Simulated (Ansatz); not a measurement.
Basis sets compared for (H2B-mu-PH2)2 (B₂P₂H₈). Total charge 0; singlet. Geometry PBE-D4/def2-SVP. Ansatz on 4 threads of Intel Xeon on a shared host; times are rough, and most runs start from earlier orbitals.

```
atom    x (Å)    y (Å)    z (Å)
  B1  -0.3206  -0.0617   1.4054
  H2  -0.3526  -1.1171   2.0200
  H3  -0.5794   0.9306   2.0690
  P4  -1.3240  -0.1360  -0.3080
  B5   0.3213   0.0551  -1.4055
  H6   0.3579   1.1010  -2.0356
  H7   0.5777  -0.9480  -2.0540
  P8   1.3234   0.1419   0.3081
  H9  -2.3260   0.8645  -0.4951
 H10  -2.1034  -1.3112  -0.5349
 H11   2.0885   1.3269   0.5322
 H12   2.3371  -0.8461   0.4984
```

Binding counts from free atoms (B doublet, H doublet, P quartet) in the same basis, without a counterpoise term.

```tsv
level	functions	energy (Eh)	HOMO (eV)	LUMO (eV)	binding per atom (eV)	wall time
PBE-D4/def2-SVP	104	-736.5532	-6.44	-1.16	3.23	0.81 s
PBE0-D4/def2-SVP	104	-736.6399	-7.65	-0.34	3.21	0.96 s
```

Estimate the rows for PBE-D4/def2-TZVP, PBE0-D4/def2-TZVP (with forces).


```
                          level  functions  energy (Eh)  HOMO (eV)  LUMO (eV)  binding per atom (eV)  wall time
               PBE-D4/def2-TZVP        184    -736.8474      -6.53      -1.42                   3.23      1.4 s
PBE0-D4/def2-TZVP (with forces)        184    -736.9285      -7.68      -0.56                   3.21      3.1 s
```
